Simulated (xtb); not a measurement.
CH3N2S, SMILES C([NH])(=S)N (connectivity only; charge and spin as stated), charge -1, multiplicity 1. All values are semi-empirical tight-binding results from xtb (GFN2-xTB unless named), good for trends rather than for accurate numbers. Geometry: GFN2-xTB. The multiplicity is an assumed one; other spin states were not compared. The isomer is the one that the SMILES or the coordinates give; other isomers of the formula were not compared. Other conformers were not sampled.

Optimised geometry:

```xyz
7

N      0.9245    -1.0208     0.8651
C      0.0350    -0.3122     0.2663
N     -1.3017    -0.6556     0.5182
S      0.2428     1.0185    -0.7842
H      1.8641    -0.6699     0.6855
H     -1.4059    -1.6138     0.8267
H     -1.9134    -0.4044    -0.2463
```
Charge -1, spin multiplicity 1.

### Question
Estimate the properties. (An estimate is asked for; the answer gives what the named calculation found.)

### Answer

| Item | Value |
|---|---|
| orbital gap | 3.34 eV |
| zero-point energy | 29.4 kcal/mol |
| G − E(el) at 298.15 K (modified RRHO) | 12.3 kcal/mol |
| static polarisability (D4 model) | 52.9 bohr³ |
| solvation energy, GFN2-xTB/ALPB(water) | -62.5 kcal/mol |
| solvation energy, GFN2-xTB/ALPB(ether) | -50.2 kcal/mol |

### Question
Give the atomic charges and the Wiberg bond orders between heavy atoms. (An estimate is asked for; the answer gives what the named calculation found.)

### Answer
charges (e) N1 -0.49, C2 0.25, N3 -0.32, S4 -0.79, H5 0.09, H6 0.12, H7 0.14. Bond orders N1–C2 1.64, C2–N3 1.09, C2–S4 1.21.
